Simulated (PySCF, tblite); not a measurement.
Isomers of C4H8OP2, one GFN2-xTB conformer each. Single-point energies are computed at PBE0/pcSseg-1 (PySCF, gas phase, no added dispersion term), electronic only.

| SMILES | GFN2-xTB relative energy (kcal/mol) |
| --- | --- |
| CP(C#CP)CO | 40.6 |
| CP(C)CP=C=O | 16.5 |
| C=C[C@@H]1C[P@@]1(=O)P | 0.0 |

Conformers: `[CH3:1][P:2]([C:3]#[C:4][PH2:5])[CH2:6][OH:7]` with C1–P2–C6–O7 73°, P2–C6–O7–H 66°; `[CH3:1][P:2]([CH3:3])[CH2:4][P:5]=[C:6]=[O:7]` with C1–P2–C4–P5 54°, P2–C4–P5–C6 -91°; `[CH2:1]=[CH:2][C@@H:3]1[CH2:4][P@@:5]1(=[O:6])[PH2:7]` with C1–C2–C3–C4 -147°, C4–P5–P7–H 165° and -103°.

Task: What does PBE0/pcSseg-1 give for the same structures?

Result: 
| SMILES | PBE0/pcSseg-1 E (Eh) | PBE0/pcSseg-1 (kcal/mol) | GFN2-xTB (kcal/mol) | point group |
| --- | --- | --- | --- | --- |
| CP(C)CP=C=O | -914.56263 | 0.0 | 16.5 | C1 |
| C=C[C@@H]1C[P@@]1(=O)P | -914.53270 | 18.8 | 0.0 | C1 |
| CP(C#CP)CO | -914.50047 | 39.0 | 40.6 | C1 |

GFN2-xTB puts C=C[C@@H]1C[P@@]1(=O)P lowest instead; measured from each level's own lowest isomer, the values differ by up to 18.8 kcal/mol (C=C[C@@H]1C[P@@]1(=O)P: 0.0 against 18.8). As drawn, the lowest has a C=O bond and cumulated double bonds, which the highest lacks; the highest has a C≡C bond and an O–H bond, which the lowest lacks.

Task: Which frontier levels, dipoles and rotational constants go with these structures?

Result: 
```json
{"SMILES": "CP(C)CP=C=O", "HOMO (eV, PBE0/pcSseg-1)": "-6.54", "LUMO (eV)": "-1.91", "dipole (D)": "1.18", "A, B, C (MHz)": "2859, 1157, 980.9"}
{"SMILES": "C=C[C@@H]1C[P@@]1(=O)P", "HOMO (eV, PBE0/pcSseg-1)": "-6.82", "LUMO (eV)": "-0.66", "dipole (D)": "2.94", "A, B, C (MHz)": "3330, 1043, 974.4"}
{"SMILES": "CP(C#CP)CO", "HOMO (eV, PBE0/pcSseg-1)": "-6.84", "LUMO (eV)": "-0.34", "dipole (D)": "1.04", "A, B, C (MHz)": "4043, 661.2, 609.5"}
```

Task: What happens when harmonic zero-point energies from GFN2-xTB frequencies are added?

Result: 
```tsv
SMILES	ZPE (kcal/mol)	electronic (kcal/mol)	with ZPE (kcal/mol)
CP(C)CP=C=O	68.8	0.0	0.0
C=C[C@@H]1C[P@@]1(=O)P	67.1	18.8	17.1
CP(C#CP)CO	65.7	39.0	35.9
```

The zero-point energies span 3.1 kcal/mol. The order is unchanged.
